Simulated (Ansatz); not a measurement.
BH4NSiZn (`[BH]1N[SiH2][Zn]1`). Total charge 0; spin multiplicity 1.

Cartesian coordinates in Å:
```
B -0.429 -0.067 1.511
N 0.148 0.434 0.344
Si 0.103 -0.412 -1.264
Zn -1.061 -1.751 0.396
H -0.410 0.472 2.576
H 0.626 1.331 0.391
H -0.500 0.550 -2.240
H 1.523 -0.557 -1.714
```

(1) List the harmonic frequencies (cm⁻¹, unscaled) at PBE0-D4/def2-TZVP in Ansatz. (Best estimate.)

(2) Is this a minimum?

(3) Give the ideal-gas thermochemistry at 298.15 K and 1 bar (rigid rotor, harmonic oscillator; point group Cs, symmetry number 1).

(4) Rotational constants (cm⁻¹)?

Answers

(1) Ansatz gave: 208, 258, 333, 372, 530, 541, 624, 696, 710, 826, 932, 961, 1146, 1299, 2156, 2162, 2641, 3502.

(2) Yes, all 18 modes are real.

(3) Zero-point energy 119.0 kJ/mol; H(298) − E = 136.0 kJ/mol; entropy 315.6 J/(mol·K), of which translation 168.8, rotation 110.3, vibration 36.5; G(298) − E = 41.9 kJ/mol.

(4) 0.2066, 0.1099, 0.07348.
